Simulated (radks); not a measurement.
Valence configurations of the molybdenum ion Mo2+ (all share [Kr]). All-electron calculation, Dirac Kohn-Sham, BLYP, spin-unpolarised, spherical densities, finite nucleus; open shells are shared between the two j in proportion to 2j + 1; Fermi nuclear charge, rms radius 4.4091 fm. Program: a radial shooting solver on a logarithmic mesh with Libxc functionals. Energies are relative to 4d4; eigenvalues in eV.

valence,E (eV),e(4d3/2),e(4d5/2),e(5p1/2),e(5p3/2),e(5s1/2)
4d4,0.000,-20.900,-20.651,-,-,-
4d3.5 5s0.5,1.605,-22.312,-22.051,-,-,-18.579
4d3 5s1,3.584,-23.779,-23.506,-,-,-19.267
4d3 5p1,8.961,-24.788,-24.511,-14.717,-14.388,-
4d2.5 5s0.5 5p1,11.514,-26.294,-26.005,-15.226,-14.879,-20.598
4d3.5 5p0.5,4.196,-22.823,-22.561,-13.923,-13.616,-
4d2 5s2,8.755,-26.853,-26.556,-,-,-20.654
4d2 5s1 5p1,14.490,-27.841,-27.541,-15.737,-15.371,-21.276

NIST lists [Kr] 4d4 as the ground configuration; this level of theory agrees among the configurations tried. The energies are those of spherical spin-averaged densities, not of single terms.
